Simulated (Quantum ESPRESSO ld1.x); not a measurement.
Task: Species: Os V. Configuration: [Xe] 4f14 5d4 (the NIST ground configuration). Calculated with ld1.x of Quantum ESPRESSO 7.5: Dirac Kohn-Sham, revPBE, spin-unpolarised, spherical densities, point nucleus; open shells fill j = l - 1/2 first. Some entries of the table are withheld. Estimate them.

| orbital | occ. | eigenvalue (eV) | r(max) (bohr) | <r^2> (bohr^2) |
|---|---|---|---|---|
| 1s1/2 | 2 | -73817.4 | 0.01102 | 0.0004332 |
| 2s1/2 | 2 | (1) | 0.06358 | 0.006582 |
| 2p1/2 | 2 | -12334.7 | 0.04710 | 0.004685 |
| 2p3/2 | 4 | -10803.4 | 0.05415 | 0.005880 |
| 3s1/2 | 2 | -3032.92 | 0.1790 | 0.04288 |
| 3p1/2 | 2 | -2787.79 | 0.1674 | 0.03926 |
| 3p3/2 | 4 | -2453.82 | 0.1818 | 0.04577 |
| 3d3/2 | 4 | -2044.40 | (2) | 0.03533 |
| 3d5/2 | 6 | -1972.07 | (3) | 0.03711 |
| 4s1/2 | 2 | -675.864 | 0.4052 | 0.2105 |
| 4p1/2 | 2 | -573.074 | 0.4044 | 0.2162 |
| 4p3/2 | 4 | -494.646 | 0.4344 | 0.2505 |
| 4d3/2 | 4 | -326.284 | 0.4295 | 0.2696 |
| 4d5/2 | 6 | -311.757 | 0.4389 | 0.2822 |
| 5s1/2 | 2 | -136.189 | 0.9136 | 1.124 |
| 5p1/2 | 2 | -104.257 | 0.9722 | 1.332 |
| 4f5/2 | 6 | -98.6795 | (4) | 0.3739 |
| 4f7/2 | 8 | -95.8689 | (5) | 0.3851 |
| 5p3/2 | 4 | -91.6800 | 1.052 | 1.564 |
| 5d3/2 | 4 | (6) | 1.279 | 2.645 |
| 5d5/2 | 0 | (7) | 1.312 | 2.779 |

Result: 
(1) 2s1/2 eigenvalue (eV): -12884.0
(2) 3d3/2 r(max) (bohr): 0.1421
(3) 3d5/2 r(max) (bohr): 0.1461
(4) 4f5/2 r(max) (bohr): 0.4033
(5) 4f7/2 r(max) (bohr): 0.4080
(6) 5d3/2 eigenvalue (eV): -48.5401
(7) 5d5/2 eigenvalue (eV): -47.1409
